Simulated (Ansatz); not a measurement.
CH₃F₃Sn (`[CH3][Sn]([F])([F])[F]`), relaxed with RKS PBE-D4/def2-SVP in the Gaussian-basis code of Ansatz from a rough embedded geometry. The force threshold is 0.03 eV/Å; the program also tests the step.

The species carries charge 0 and has multiplicity 1. Sn takes the def2 core potential.

Start:

```xyz
8

C     1.086   -0.212   -0.355
Sn   -0.898    0.164    0.252
F    -1.926    0.525   -1.324
F    -1.692   -1.347    1.156
F    -0.970    1.681    1.458
H     1.170   -1.085   -0.978
H     1.531    0.688   -0.824
H     1.700   -0.414    0.615
```

Q: By how much does the energy fall, and how many steps does the optimiser take? (Best estimate.)

A: The calculation gave: 3.53 kcal/mol, in 3 steps.

Q: Which bonds change most? (Best estimate.)

A: Ansatz gave: C1–H8 from 1.165 to 1.105 Å; C1–Sn2 from 2.108 to 2.141 Å; C1–H6 from 1.077 to 1.105 Å; Sn2–F3 from 1.917 to 1.945 Å.

Q: Give the relaxed structure. (Estimate.)

A: Computed: 
```xyz
8

C     1.175   -0.225   -0.321
Sn   -0.856    0.160    0.234
F    -2.024    0.562   -1.269
F    -1.732   -1.316    1.149
F    -1.066    1.674    1.437
H     1.189   -1.104   -0.992
H     1.561    0.672   -0.839
H     1.753   -0.424    0.600
```
